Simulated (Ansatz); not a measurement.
Cost and result up the ladder for (MoO3)3 (Mo₃O₉) (12 atoms). Total charge 0; singlet. Geometry: PBE-D4/def2-SVP.

```xyz
12

O    -1.906    2.729    0.049
Mo   -0.380    2.003   -0.036
O     0.763    3.245   -0.154
O    -0.259    0.799   -1.500
Mo    0.064   -1.057   -1.743
O    -1.250   -1.825   -2.482
O     1.421   -1.331   -2.715
O     0.333   -1.686    0.029
Mo    0.321   -0.946    1.778
O     1.809   -1.158    2.555
O    -0.863   -1.665    2.750
O    -0.051    0.891    1.469
```

Ansatz; hardware A = 2 threads of AMD EPYC 7R13 on a shared host and a share (18 GiB) of an NVIDIA H100 80GB HBM3; B = 2 threads of AMD EPYC 7R13 on a shared host. Times are rough, and most runs start from the orbitals of an earlier one. r2SCAN0-D4/def2-TZVP serves as the yardstick here, not as an exact answer. Differences are given only for rows in sets of like size (and for xTB, whose basis is part of the method), since another set adds its own error. Binding counts from free atoms at the same level (O triplet, Mo septet; other spins of the atoms weren't run), without zero-point energy or a counterpoise term.

In the def2 sets Mo takes a core potential; there is no spin–orbit coupling. B3LYP takes the VWN-RPA correlation. Correlated methods freeze 9 core orbitals; core or outer-core shells of Mo are correlated, in sets that lack core-valence functions. The rows differ in basis, and correlated rows in double-zeta sets carry the largest basis error.

Second-order perturbation terms are unreliable where d shells bring near-degenerate states, and here MP2/def2-TZVP lies more than 0.4 eV from the median of the functionals without such a term.

Correlated methods converge slowly with the basis, most of all in double-zeta sets.

```tsv
level	functions	wall time	binding energy per atom (eV)	difference from r2SCAN0-D4/def2-TZVP (eV)	remarks
PBE0-D4/def2-TZVP [A]	399	2.6 s	5.06	0.33	–
B3LYP-D4/def2-TZVP [A]	399	3.8 s	5.27	0.54	–
MP2/def2-TZVP [A]	399	4.1 s	5.82	1.09	test for broken spin undecided
r2SCAN0-D4/def2-TZVP [A]	399	4.4 s	4.73	0.00	–
r2SCAN-D4/def2-TZVP (with forces) [A]	399	4.9 s	5.33	0.60	–
PBE-D4/def2-TZVP [A]	399	6 s	5.76	1.03	–
RPA@PBE/def2-TZVP [A]	399	6 s	4.97	0.24	–
B97M-V/def2-TZVP (with forces) [A]	399	7 s	5.22	0.49	–
PBE-D4/def2-SVP [B]	219	7.5 s	5.88	–	–
CCSD(T)/def2-SVP [A]	219	11 s	4.89	–	test for broken spin undecided
PBE0-D4/def2-SVP [B]	219	13 s	5.13	–	–
```
